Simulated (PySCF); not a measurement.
**Structure from NMR data**

The spectra below were simulated for a compound C₆H₁₁NSSi.

$^{1}$H NMR (600 MHz, computed): δ 2.50 (m, 1H), 1.98 (m, 1H), 1.94 (s, 3H), 1.78 (m, 1H), 1.19 (m, 1H), 1.17 (m, 1H), 0.66 (s, 3H).

$^{13}$C{$^{1}$H} NMR (computed): δ 124.6 (C), 24.2 (CH2), 20.5 (CH2), 18.6 (CH), 12.8 (CH3), -4.5 (CH3).

- PBE0-D3(BJ)/def2-SVP structure
- shieldings: GIAO PBE0/pcSseg-1
- run in PySCF
- isolated molecule, non-relativistic Hamiltonian, rapidly exchanging positions averaged, a single conformation

Referencing at the same level of theory: TMS for $^{1}$H and $^{13}$C.

Question: Propose a structure and justify it.

Answer: 
The formula gives 3 degrees of unsaturation. 6 carbon signals for 6 carbons: no two carbons are equivalent. Carbon types of the structure: 1 × C, 1 × CH, 2 × CH2, 2 × CH3, which accounts for all hydrogens. δC 124.6: nitrile carbon; C≡N carbons fall here, among the sp2 signals but without a proton. δC 24.2: sp3 CH2 in a ring; saturated and bonded to C and H only. δC 18.6: sp3 CH bonded to Si, α to a nitrile. δC 12.8: methyl carbon bonded to S. δC -4.5: methyl carbon bonded to Si; an electropositive neighbour leaves it electron-rich and shielded. δH 1.94: hydrogen on a methyl carbon bonded to S. δH 0.66: hydrogen on a methyl carbon bonded to Si; an electropositive neighbour shields it, as in TMS itself.

These data were computed for `InChI=1S/C6H11NSSi/c1-8-9(2)4-3-6(9)5-7/h6H,3-4H2,1-2H3/t6-,9+/m1/s1`.

This is the structure that produced the data.

Shifts are as computed. Against solution values, carbons near 30 ppm lie about +2 ppm off and those near 130 ppm about +5 ppm. Of 1211 compounds with measured shifts, 218 miss one by over three times the rms of a fit or turn the order of signals round; such compounds aren't used in these exercises. Multiplicities follow the n + 1 count of equivalent neighbours, as no J values were calculated; m marks all less simple cases, F and P coupling included.
